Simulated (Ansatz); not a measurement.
Two members of one family (Series ZnX2), computed with Ansatz in the gas phase. The two geometries come from different levels. Binding counts from free atoms in the multiplicity of their measured ground term, without zero-point energy. A dash marks a value that wasn't run or was left out as unsound. The structures are stationary points that may keep the symmetry of their start. Remarks come from the PBE and PBE0 runs and from stability tests at other levels; not every state was tested. HOMO above LUMO (over both spins in singlets and doublets, within one spin in higher multiplets; at PBE or PBE0), or a gap under 0.15 eV within one spin, warns that the state may not be the lowest or that an electron is smeared out.

First: ZnBr2 (singlet, charge 0, PBE0-D4/def2-TZVP geometry).

```xyz
3

Zn   -0.002    0.003    0.000
Br   -1.184   -1.218   -1.436
Br    1.186    1.215    1.436
```

```json
{"level": "PBE-D4/def2-SVP", "HOMO (eV)": "-7.01", "LUMO (eV)": "-2.40", "gap (eV)": "4.60", "vertical IE (eV)": "–", "vertical triplet (eV)": "–", "binding per atom (eV)": "2.05"}
{"level": "r2SCAN-D4/def2-TZVP", "HOMO (eV)": "-7.64", "LUMO (eV)": "-2.39", "gap (eV)": "5.25", "vertical IE (eV)": "10.44", "vertical triplet (eV)": "4.96", "binding per atom (eV)": "2.05"}
{"level": "PBE0-D4/def2-TZVP", "HOMO (eV)": "-8.58", "LUMO (eV)": "-1.78", "gap (eV)": "6.80", "vertical IE (eV)": "10.61", "vertical triplet (eV)": "5.18", "binding per atom (eV)": "1.99"}
{"level": "CAM-B3LYP-D4/def2-TZVP", "HOMO (eV)": "-9.89", "LUMO (eV)": "-0.89", "gap (eV)": "9.00", "vertical IE (eV)": "–", "vertical triplet (eV)": "–", "binding per atom (eV)": "1.89"}
{"level": "LC-ωPBE/def2-TZVP", "HOMO (eV)": "-11.29", "LUMO (eV)": "0.39", "gap (eV)": "11.67", "vertical IE (eV)": "–", "vertical triplet (eV)": "–", "binding per atom (eV)": "2.01"}
```

Metal–donor distances: 2 × Br 2.22 Å. Remarks: gap within one spin near zero at PBE or PBE0 (+1 doublet), gap within one spin near zero at PBE or PBE0 (triplet).

Second: ZnH2 (singlet, charge 0, r2SCAN-D4/def2-TZVP geometry).

```xyz
3

Zn    0.000    0.000    0.000
H     1.090    1.051    0.226
H    -1.090   -1.051   -0.226
```

Task: Estimate the same table for the second.

Result: 
```tsv
level	HOMO (eV)	LUMO (eV)	gap (eV)	vertical IE (eV)	vertical triplet (eV)	binding per atom (eV)
PBE-D4/def2-SVP	-6.57	0.26	6.83	–	–	1.48
r2SCAN-D4/def2-TZVP	-7.17	-0.93	6.24	10.64	5.49	1.55
PBE0-D4/def2-TZVP	-8.03	-0.67	7.36	10.64	5.59	1.47
CAM-B3LYP-D4/def2-TZVP	-9.44	0.06	9.50	–	–	1.54
LC-ωPBE/def2-TZVP	-10.85	1.13	11.97	–	–	1.59
```

Metal–donor distances: 2 × H 1.53 Å.
